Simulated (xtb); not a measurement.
CH3Si, doublet, from a rough starting geometry.

The xtb input:
```
$ xtb mol.xyz --gfn 2 --uhf 1 --opt vtight --json

# file mol.xyz
5

C      1.17484652    -0.56643651     0.16825517
Si    -0.47593565     0.13046088     0.00426674
H      1.99035034     0.09935549     0.06142879
H     -1.15637005     1.38701866    -0.04273456
H     -1.54839850    -0.89226402     0.02730327
```

### Question
What is the computed total energy at the end of the optimisation (GFN2-xTB in xtb 6.7.1)?

### Answer
-5.2443 Eh

### Question
Predict the dipole moment from GFN2-xTB.

### Answer
2.74 D
